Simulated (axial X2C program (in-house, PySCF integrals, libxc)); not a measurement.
## LiMn: from the spin-free to the two-component result

Computed with an in-house relativistic program for diatomic molecules. Spin-free means the one-electron spin-free X2C Hamiltonian; two-component (2c) means X2C with spin–orbit coupling and atomic mean-field two-electron Coulomb and Gaunt terms, so the difference of the two also holds small scalar two-electron terms. Basis: Mn dyall-cv3z [9s10p6d3f2g], Li dyall-cv3z [7s8p2d] (cores contracted in-house); Gaussian nuclei, density fitting, unrestricted open shells. Masses: Mn 54.938 u, Li 7.016 u.

Spin-free state: M_S = 3, Λ = 0 (beyond evenly filled blocks: 2 × σα, π+α, π-α, δ+α, δ-α); fragments Mn + Li.

```tsv
level	Re (Å)	ωe (cm⁻¹)	De (eV)	μ (D)
PBE0	2.987	220.9	0.380	0.91
HF	3.224	154.0	0.082	0.03
MP2	3.000	204.3	0.134	n/a
CCSD	3.014	208.6	0.243	n/a
CCSD(T)	3.007	209.7	0.256	n/a
BHandHLYP	3.061	189.7	0.213	0.97
```

Correlated methods: 8 electrons correlated (number of frozen shells: Mn 3 s, 2 p; Li 1 s), 236 virtual spin orbitals or spinors in MP2, 89 natural virtuals in coupled cluster.

Dipoles are positive if Li is the positive end.

Two-component determinant lowest at the distance of the search:

Ω = 3 (⟨Sz⟩ = 3.00, ⟨Lz⟩ = 0.00 at HF); fragments Mn + Li.

```tsv
level	Re (Å)	ωe (cm⁻¹)	De (eV)	μ (D)
PBE0	2.988	220.7	0.379	0.90
HF	3.225	153.7	0.081	0.02
MP2	3.001	203.8	0.133	n/a
CCSD	3.015	208.3	0.242	n/a
CCSD(T)	3.008	209.4	0.255	n/a
BHandHLYP	3.062	189.4	0.213	0.96
```

(1) From the two tables, how do the constants change at the CCSD(T) level (2c against spin-free)?

The state is one determinant whose occupation by symmetry is held fixed; it was picked as the lowest of a PBE0 search that is not exhaustive. De is counted from the lowest determinant-based energies of the atoms at the same level, without counterpoise correction. Density functionals use the spin component along the axis (collinear). Coupled cluster ran in a truncated set of natural virtual spinors; the MP2 energy of the rest was added. (T) has no such correction and the atoms are truncated less, which lowers De at CCSD(T) by a hundredth of an eV or more. PBE0 can misorder states that lie within some tenths of an eV, so this need not be the ground state of the molecule. The nearest other spin-free determinant of the search, M_S = 2, Λ = 0, lies 0.13 eV up at the distance of the search. With several unpaired electrons one determinant need not be a pure state. Open-shell Ω = 0 determinants with evenly filled partner blocks cannot be reached by this program, so the Ω shown need not be the lowest component. The determinant is spin-polarised beyond a pure state at some levels (its spin-free form has ⟨S²⟩ too high), which makes Re and μ there less reliable.

Results:

(1) At the CCSD(T) level Re goes up by 0.001 Å and ωe drops by 0.3 cm⁻¹; De changes by -0.001 eV.
